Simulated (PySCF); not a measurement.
Structure problem from calculated spectra and properties.

Formula: C8H10O2.

| Quantity | Value |
| --- | --- |
| Dipole | 0.17 D [PBE0/pcSseg-1] |
| Rotational structure | rotational constants A, B, C: 1.663, 1.358, 0.755 GHz [GFN2-xTB] |
| 13C NMR | chemical shifts (computed TMS as zero) by class: 156.9 (2 C), 124.9 (2 C), 112.9 (2 C), 55.5 (2 C) ppm [GIAO PBE0/pcSseg-1] |
| 1H NMR | chemical shifts (computed TMS as zero) by class: 7.10 (2 H), 6.75 (2 H), 3.91 (6 H) ppm [GIAO PBE0/pcSseg-1] |
| NMR, other nuclei | isotropic shieldings of nuclei other than C and H, by class: 242 (2 O) ppm [GIAO PBE0/pcSseg-1] |

Gas-phase values; electronic properties from PySCF, density fitting. Levels stand in brackets. Geometry: GFN2-xTB, one conformer, isolated molecule. NMR classes are plain means over equivalent atoms (diastereotopic ones count apart unless rotation or inversion swaps them), as if these changed places fast.

Q: Propose a structure and show how it fits.

A: Numbering: `[CH3:1][O:2][c:3]1[cH:4][cH:5][cH:6][cH:7][c:8]1[O:9][CH3:10]`. Its formula, C8H10O2, gives 4 degrees of unsaturation: 1 ring and 3 π bonds in the structure found (Kekulé form). 8 carbons fall into 4 classes; from least to most shielded: aromatic carbon bearing oxygen [C3/C8] (156.9 ppm, 2 C), aromatic CH carbon [C5/C6] (124.9 ppm, 2 C), aromatic CH carbon [C4/C7] (112.9 ppm, 2 C), methoxy carbon [C1/C10] (55.5 ppm, 2 C). Hydrogen classes from least to most shielded: 2 H on 2 aromatic CH carbons, C5/C6 (7.10 ppm), 2 H on 2 aromatic CH carbons, C4/C7 (6.75 ppm), 6 H on 2 methoxy carbons, C1/C10 (3.91 ppm, a mean of values up to 0.7 ppm apart in this geometry). The other shieldings belong to: 242 ppm, aryl ether oxygen [O2/O9]. The optimised geometry has point group C2v and is an asymmetric top. Structure: 1,2-dimethoxybenzene (`COc1c(OC)cccc1`). Computed isomers that give other values at the same levels: `COc1ccc(OC)cc1` (13C chemical shifts (computed TMS as zero) by class: 160.2 (2 C), 118.4 (4 C), 55.8 (2 C) ppm); `COCc1ccc(O)cc1` (13C chemical shifts (computed TMS as zero) by class: 163.4 (1 C), 136.2 (1 C), 135.6 (2 C), 118.7 (2 C), 78.2 (1 C), 57.7 (1 C) ppm); `C=C/C=C(/C=C)C(=O)OC` (13C chemical shifts (computed TMS as zero) by class: 174.3 (1 C), 146.0 (1 C), 143.8 (1 C), 142.7 (1 C), 141.9 (1 C), 130.5 (1 C), 126.3 (1 C), 50.5 (1 C) ppm). The assignments are read from this structure; whether some other isomer fits the data as well wasn't checked.

The values belong to the conformer `[CH3:1][O:2][c:3]1[cH:4][cH:5][cH:6][cH:7][c:8]1[O:9][CH3:10]`: C1–O2–C3–C4 0°, C7–C8–O9–C10 0°.
